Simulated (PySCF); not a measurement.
PySCF input for Si(F)(H)2(SMe) (CH₅FSSi), SMILES CS[SiH2]F, C-PCM-M06-2X/def2-SVP. Coordinates come from a B3LYP-D3(BJ)/def2-SVP optimisation. The values are those of a single conformer.

```python
import numpy as np
from pyscf import gto, scf, dft
from pyscf.solvent import pcm

mol = gto.M(
    atom='''
    Si    1.09092336   -0.16601615   -0.12592459
    F     1.08708448    0.61077982   -1.55979149
    S    -0.65357937    0.26324852    1.01113109
    C    -1.91219714   -0.61962650   -0.00432777
    H     1.16654339   -1.61450462   -0.45044193
    H     2.24348612    0.31454412    0.67394175
    H    -2.87315474   -0.49912878    0.51296299
    H    -1.98608477   -0.17724454   -1.00681121
    H    -1.67702463   -1.69067562   -0.08071456
    ''',
    basis='def2-SVP',
    charge=0,
    spin=0,
    max_memory=1600,
    verbose=3,
)
mf = dft.RKS(mol, xc='m06-2x').density_fit(auxbasis='def2-universal-jkfit')
mf.grids.level = 4
mf.conv_tol = 1e-9
mf.max_cycle = 100
mf.kernel()
res = {}
for name, eps in {'water': 78.355, 'acetone': 20.493, 'n-hexane': 1.8819}.items():
    s = mf.PCM()
    s.with_solvent.method, s.with_solvent.eps, s.with_solvent.lebedev_order = 'C-PCM', eps, 29
    s.kernel(mf.make_rdm1())
    res[name] = (s.e_tot, eps, s.dip_moment(), s.mo_energy, s.converged)
    print(f'{name}: electrostatic solvation free energy {(s.e_tot - mf.e_tot) * 627.509474:.3f} kcal/mol')
```

Output:

```
converged SCF energy = -828.29935883423

WARN: PCM is an experimental feature. It is still in testing.
Features and APIs may be changed in the future.

converged SCF energy = -828.304485174554
Dipole moment(X, Y, Z, Debye): -0.84551, -1.92303,  0.03483
water: electrostatic solvation free energy -3.217 kcal/mol

WARN: PCM is an experimental feature. It is still in testing.
Features and APIs may be changed in the future.

converged SCF energy = -828.304274850214
Dipole moment(X, Y, Z, Debye): -0.84007, -1.90304,  0.04084
acetone: electrostatic solvation free energy -3.085 kcal/mol

WARN: PCM is an experimental feature. It is still in testing.
Features and APIs may be changed in the future.

converged SCF energy = -828.301642967585
Dipole moment(X, Y, Z, Debye): -0.77413, -1.67170,  0.10566
n-hexane: electrostatic solvation free energy -1.433 kcal/mol
```

The calculation finished and met its thresholds.

Cost: roughly 80 core-seconds.
